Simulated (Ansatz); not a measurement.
CH$_{5}$NSSi (`NC([SiH3])=S`). Charge 0, multiplicity 1.

```xyz
9

N     1.197    0.111    0.977
C     0.603    0.340   -0.197
Si   -1.155   -0.292   -0.495
S     1.302    1.152   -1.442
H     2.136    0.450    1.133
H     0.735   -0.391    1.715
H    -1.130   -1.235   -1.636
H    -2.031    0.868   -0.776
H    -1.657   -1.004    0.720
```

What are the harmonic wavenumbers in cm⁻¹ at PBE0-D4/def2-TZVP (Ansatz, finite differences of forces, unscaled)? (Best estimate.)

Ansatz gave: 102, 183, 342, 374, 427, 581, 646, 652, 678, 907, 935, 938, 941, 1269, 1395, 1635, 2180, 2260, 2269, 3556, 3700.

Is this a minimum?

Yes, all 21 modes are real.

Give the ideal-gas thermochemistry at 298.15 K and 1 bar (rigid rotor, harmonic oscillator; point group Cs, symmetry number 1).

Zero-point energy 155.3 kJ/mol; H(298) − E = 173.4 kJ/mol; entropy 321.0 J/(mol·K), of which translation 165.1, rotation 110.0, vibration 45.9; G(298) − E = 77.6 kJ/mol.

And at 400, 500, 600, 800 and 1000 K?


| T (K) | H − E (kJ/mol) | S (J/mol/K) | G − E (kJ/mol) |
| --- | --- | --- | --- |
| 400 | 183.8 | 351.1 | 43.4 |
| 500 | 195.7 | 377.5 | 6.9 |
| 600 | 208.8 | 401.3 | -32.0 |
| 800 | 237.9 | 443.1 | -116.6 |
| 1000 | 269.8 | 478.7 | -208.9 |
